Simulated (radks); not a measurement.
The numbers below are computed, except where a source is named.
Coulomb parameter of the 3d shell of the manganese ion Mn2+ in the model configuration [Ar] 3d4 4s1, as a second difference U = [E(n + 0.25) + E(n - 0.25) - 2 E(n)] / (0.25)^2 with all orbitals relaxed. "Bare": the charge of the atom changes with n. "Screened": the 4s shell takes up the change at fixed total charge, which measures U(3d,3d) + U(4s,4s) - 2 U(3d,4s). Level of theory: Dirac Kohn-Sham, BLYP, spin-unpolarised, spherical densities, point nucleus; open shells are shared between the two j in proportion to 2j + 1 (a radial shooting solver on a logarithmic mesh with Libxc functionals).

case                 configuration  E - E(n) (eV)
start                 [Ar] 3d4 4s1          0.000
bare +0.25         [Ar] 3d4.25 4s1         -7.015
bare -0.25         [Ar] 3d3.75 4s1          8.066
screened +0.25  [Ar] 3d4.25 4s0.75         -1.978
screened -0.25  [Ar] 3d3.75 4s1.25          2.243

U(bare) = 16.818 eV, U(screened by 4s) = 4.231 eV.
